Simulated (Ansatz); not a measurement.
Isomers of C₃H₆Sn, relaxed with PBE0-D4/def2-TZVP in Ansatz; electronic energies, one conformer each and not always the lowest. Functionals use def2-TZVPP; CBS adds triple-zeta CCSD(T) − MP2 to the MP2 limit of def2-TZVPP and def2-QZVPP.

Elements past krypton have def2 core potentials. Outer-core shells of Sn are correlated without core-valence functions. Spin–orbit coupling is left out.

Order them by energy at frozen-core CCSD(T)/CBS, lowest first. (Estimate.)
A. `C1=[CH][SnH2][CH2]1`
B. `CC#[C][SnH3]`
C. `C#[C][SnH2][CH3]`

A (0.0 kJ/mol), C (18.0 kJ/mol), B (29.9 kJ/mol).

How do B2PLYP, r2SCAN-D4, PBE-D4, B3LYP place them (kJ/mol, against `C1=[CH][SnH2][CH2]1`)? (Best estimate.)

Computed: 
```json
{"isomer": "`C#[C][SnH2][CH3]`", "B2PLYP": "10.1", "r2SCAN-D4": "30.4", "PBE-D4": "41.1", "B3LYP": "13.2"}
{"isomer": "`CC#[C][SnH3]`", "B2PLYP": "11.7", "r2SCAN-D4": "27.7", "PBE-D4": "36.9", "B3LYP": "10.0"}
```

B3LYP here is the variant with VWN-RPA as its local correlation; programs differ in this.
